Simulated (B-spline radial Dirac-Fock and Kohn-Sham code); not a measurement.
# Atomic SCF run for K⁷⁺

ΔSCF core binding energies without Breit or QED terms, calculated with a B-spline atomic structure program. Keys: rel is the Hamiltonian (dirac, or spin-free x2c and nr, where L3 and M5 stand for the whole 2p and 3d shells), method is hf or an exchange,correlation pair (spin-unpolarised, also for the hole states), nuc the nuclear model, radius_factor scales its radius, rmax is the box in bohr, h the logarithmic mesh step, order the B-spline order, points the quadrature points per cell, c_factor scales the speed of light, and damp, ndamp, maxit and tol steer the iteration. The run stops when the commutator error falls below 10·tol·max(1, Z/10), or the numerical noise floor, and the energy has settled to about 1e-8 Ha; the virial ratio is −V/T.

Input (task.json):

```json
{"items": [{"Z": 19, "q": 7, "cfg": [[1, 0, 2], [2, 0, 2], [2, 1, 6], [3, 0, 2]], "A": 39, "rrms": 3.4349, "do": "settings", "holes": ["K", "L3", "M5"],
  "settings": [{"rel": "dirac", "method": "hf", "nuc": "fermi", "radius_factor": 1.0, "rmax": 45.0, "h": 0.3, "order": 3, "points": 10, "c_factor": 1.0, "maxit": 62, "damp": 0.5, "ndamp": 3, "tol": 1e-08}]}]}
```

Command: `python xray2_run.py task.json out`

Ground-state iterations:

```
iter   energy (Ha)        error
   1     -578.67411206  1.35e+00
   2     -585.31596213  2.87e-01
   3     -585.46069412  1.23e-01
   4     -585.48716543  5.33e-02
   5     -585.49300834  6.87e-03
   6     -585.49313692  2.06e-04
   7     -585.49313704  1.23e-05
   8     -585.49313704  4.97e-07
```

The ground state converged in 8 iterations, with total energy -585.49314 Ha, virial ratio 1.99195 and highest orbital energy -152.83 eV. ΔSCF binding energies: K (1s) 3772.7 eV, L3 (2p3/2) 444.1 eV. Holes are computed only in closed shells, and unreliable hole states are left out.

Q: One setting is unsound. Which, and why?

A: order is too low for an accurate radial basis. With the default settings (Dirac Hartree-Fock): The ground state converged in 9 iterations, with total energy -585.53656 Ha, virial ratio 1.99195 and highest orbital energy -152.91 eV. ΔSCF binding energies: K (1s) 3772.8 eV, L3 (2p3/2) 444.1 eV. Holes are computed only in closed shells, and unreliable hole states are left out.
